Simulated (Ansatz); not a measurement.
CH3F3SeSi, SMILES `C[Se][Si](F)(F)F`. The species carries charge 0 and has multiplicity 1.

```tsv
atom	x (Å)	y (Å)	z (Å)
C1	1.0774	0.0911	1.1714
Se2	0.5885	1.3050	-0.2935
Si3	-0.9919	-0.0126	-1.1314
F4	-0.4401	-1.4221	-1.5783
F5	-1.6374	0.6835	-2.3870
F6	-2.1410	-0.3252	-0.0956
H7	1.8736	0.5967	1.7136
H8	1.4448	-0.8507	0.7717
H9	0.2262	-0.0657	1.8291
```

Task: What are the harmonic wavenumbers in cm⁻¹ at PBE0-D4/def2-TZVP (Ansatz, finite differences of forces, unscaled)? (Estimate.)

Result: The calculation gave: 36, 110, 111, 187, 211, 275, 319, 335, 495, 601, 856, 924, 938, 966, 989, 1312, 1465, 1471, 3087, 3190, 3197.

Task: Is this a minimum?

Result: Yes, all 21 modes are real.

Task: Give the ideal-gas thermochemistry at 298.15 K and 1 bar (rigid rotor, harmonic oscillator; point group Cs, symmetry number 1).

Result: Zero-point energy 126.1 kJ/mol; H(298) − E = 149.9 kJ/mol; entropy 386.5 J/(mol·K), of which translation 173.6, rotation 120.0, vibration 92.9; G(298) − E = 34.6 kJ/mol. Modes under 100 cm⁻¹ are hindered rotations or soft bends, so the harmonic entropy is rough.

Task: Rotational constants (cm⁻¹)?

Result: 0.09749, 0.04328, 0.03835.
